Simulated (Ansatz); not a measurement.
C2H6ClGa, charge +1, doublet, at a GFN2-xTB geometry (such geometries of metal compounds can be far from the true shape) (a state made from the parent by changing its charge; the spin is typed, not shown lowest). Base run: HF/STO-3G (Ansatz, a program for electronic structure).

Ansatz was given this input:
Ansatz 0.2 input:
```yaml
crystal:
  periodic: [false, false, false]
  atoms:
    - {symbol: Ga, position_ang: [-0.11318702, 0.04469571, -0.08248336]}
    - {symbol: C, position_ang: [-1.92172568, -0.98294550, -0.55503717]}
    - {symbol: H, position_ang: [-1.85733445, -1.24248750, -1.61332384]}
    - {symbol: H, position_ang: [-2.74321140, -0.29652337, -0.34397420]}
    - {symbol: H, position_ang: [-1.91352618, -1.85857301, 0.09676954]}
    - {symbol: C, position_ang: [-0.37592146, 1.89024885, -1.11933910]}
    - {symbol: H, position_ang: [-0.66734654, 1.64329702, -2.14141930]}
    - {symbol: H, position_ang: [0.59865420, 2.37779450, -1.05496299]}
    - {symbol: H, position_ang: [-1.15677370, 2.43270961, -0.58316277]}
    - {symbol: Cl, position_ang: [1.47260108, -0.58150613, 1.07313619]}
basis:
  gaussian:
    orbitals: STO-3G
hamiltonian:
  xc: hf
total_charge: 1
magnetization: {spin_polarized: true, initial_magnetization: 1}
```

Each row names what was changed in the base input (with any setting that the change needs).

| change | ΔE vs base (kcal/mol) |
|---|---|
| base | 0.000 |
| lower_state_search = full | 0.000 |
| accuracy = high | -0.011 |
| point_charge = charge:-1.0 position_ang:-0.7122, -5.6482, 0.119 | -57.73 |
| nuclear_model = gaussian | 3.30 |
| point_charge = charge:0.5 position_ang:3.0915, 4.4502, 1.3504 | 28.55 |
| point_charge = charge:1.0 position_ang:-4.2036, 2.676, -5.0941 | 50.18 |
| forces = on | 0.000 |
| fitting.mean_field = def2-universal-JKFIT | -0.460 |
| lower_state_search = light | 0.000 |
| fitting.mean_field = cc-pVTZ-JKFIT | 2.86 |
